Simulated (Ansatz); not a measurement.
Computed with Ansatz on PBE0-D4/def2-TZVP structures; ΔE is electronic, products minus reactants. CCSD(T)/CBS adds triple-zeta CCSD(T) − MP2 to the extrapolated MP2 energy (def2 sets, frozen cores). DFT in def2-TZVPP. B3LYP here is the variant with VWN-RPA as its local correlation; programs differ in this. One conformer a species, not always the lowest.

Consider the redistribution: `CBC[SiH2]C` + `NB(O)F` → `C[SiH2]B(N)F` + `CBCO`.

```csv
level,ΔE (eV)
B3LYP-D4,2.53
ωB97X-V,2.50
ωB97M-V,2.61
MP2/CBS(def2),2.77
```

(1) What does CCSD(T)/CBS give? (Best estimate.)

Largest T1 diagnostic among the species: 0.012.

Results:

(1) The calculation gave: +2.63 eV. The listed levels differ from it by -0.10, -0.13, -0.02, 0.14 eV.

The D4 term adds +0.05 eV with B3LYP and +0.03 eV with PBE0; it sums over pairs of atoms, weighted by their polarisabilities, and B3LYP, whose exchange is more repulsive, gets the larger term. From PBE to PBE0 (25 % exact exchange), in def2-TZVPP and without D4, ΔE moves by +0.12 eV.
